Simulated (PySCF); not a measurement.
## Energy of a gas-phase reaction

Reaction: SiHCl2NH2 + WF3(=O)NH2 → WF3(=O)NHSiHCl2 + ammonia. Separate species in the gas phase, each in one low structure relaxed by PBE0-D3(BJ)/def2-SVP, with no frequency check at that level.

| species | role | SMILES | charge | multiplicity |
| --- | --- | --- | --- | --- |
| SiHCl2NH2 | reactant | N[SiH](Cl)Cl | 0 | 1 |
| WF3(=O)NH2 | reactant | [NH2][W](=[O])([F])([F])[F] | 0 | 1 |
| WF3(=O)NHSiHCl2 | product | [O]=[W]([F])([F])([F])[NH][SiH](Cl)Cl | 0 | 1 |
| ammonia | product | N | 0 | 1 |

(1) Is the reaction downhill in energy? Give ΔE by level.

Results:

(1) PBE0-D3(BJ)/def2-SVPD -0.7, B97-D3(BJ)/def2-SVPD -2.1 kcal/mol (PySCF), so it is close to even. These are electronic energies, without barriers or thermal terms.

Atoms past Kr carry effective core potentials.

The 2 runs behind this took 2.1 min in all, one thread each of Arm Neoverse V1 on a shared host, launched as `OMP_NUM_THREADS=1 python cluster_run.py task.json out`.
